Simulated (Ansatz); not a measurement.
`[OH][GaH][CH2][SiH3]` and `OBC[SiH3]` differ in one element.

Ansatz, PBE0-D4/def2-TZVP geometries, multiplicity 1. Each molecule was computed in one conformer, which needn't be the lowest.

Scalar relativity is left out up to krypton.

```tsv
property	`[OH][GaH][CH2][SiH3]`
HOMO–LUMO gap (PBE/def2-TZVPP) / eV	5.08
HOMO–LUMO gap (ωB97M-V/def2-TZVPP) / eV	10.98
HOMO energy (PBE/def2-TZVPP) / eV	-6.80
size of the dipole moment (PBE/def2-TZVPP) / D	1.85
size of the dipole moment (ωB97M-V/def2-TZVPP) / D	1.99
HOMO–LUMO gap (PBE0/def2-TZVPP) / eV	7.13
```

Problem. What does the change do to each property? (Best estimate.)

Solution. Computed: 
| property | `OBC[SiH3]` | shift |
| --- | --- | --- |
| HOMO–LUMO gap (PBE/def2-TZVPP) / eV | 6.03 | 0.95 |
| HOMO–LUMO gap (ωB97M-V/def2-TZVPP) / eV | 12.53 | 1.55 |
| HOMO energy (PBE/def2-TZVPP) / eV | -7.15 | -0.35 |
| size of the dipole moment (PBE/def2-TZVPP) / D | 1.26 | -0.59 |
| size of the dipole moment (ωB97M-V/def2-TZVPP) / D | 1.29 | -0.70 |
| HOMO–LUMO gap (PBE0/def2-TZVPP) / eV | 8.38 | 1.25 |

With PBE0 the HOMO falls by 0.48 eV and the LUMO rises by 0.77 eV, so the gap widens by about 1.25 eV. PBE moves the HOMO by -0.35 eV and ωB97M-V by -0.59 eV. Dipoles are sizes alone; their direction can turn.
